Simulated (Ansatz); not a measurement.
A structure relaxed at r2SCAN-D4/def2-TZVP in Ansatz, charge 0, doublet:

```xyz
3

Nb    1.282    0.184   -0.309
Nb   -0.853    0.646   -0.751
Nb   -0.428   -0.830    1.060
```

Task: Give its formula and point group.

Result: the cluster Nb₃. Point group Cs (tolerance 0.1 Å).

Task: Summarise the bond lengths by kind (pairs closer than 1.2 times the sum of covalent radii, bridged metal pairs left out).

Result: 3 × Nb–Nb 2.23 to 2.41 Å.

In the def2 sets Nb takes a core potential; there is no spin–orbit coupling. The charge 0 doublet is spin-contaminated (final ⟨S²⟩ up to 1.11, 0.75 for a pure state). The relaxation made no stability test and no search for a lower SCF solution. The structure comes from a short search, and lower isomers may exist.
